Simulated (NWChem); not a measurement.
System: SiH₂BrCl; SMILES Cl[SiH2]Br

The following NWChem deck was run.

```
start job
memory heap 200 mb stack 900 mb global 1100 mb
geometry units angstroms noautoz
  Si    -0.837642     0.583665     0.000000
  Cl     0.504005     2.143280     0.000000
  Br     0.230692    -1.356560     0.000000
  H     -1.658690     0.662811     1.233126
  H     -1.658690     0.662811    -1.233126
end
basis spherical
  Si library def2-svp
  Cl library def2-svp
  Br library def2-svp
  H library def2-svp
end
dft
  xc mpw1k
  iterations 150
  mulliken
end
task dft energy
```

The geometry was optimised at PBE0/def2-SVP.

Q: Predict the main results of this run. (MPW1K/def2-SVP.) Quantities: energy (Ha); highest occupied level (eV); orbital gap (eV); dipole (D).

A: 
- energy (Ha): -3324.80
- highest occupied level (eV): -9.61
- orbital gap (eV): 10.15
- dipole (D): 1.40
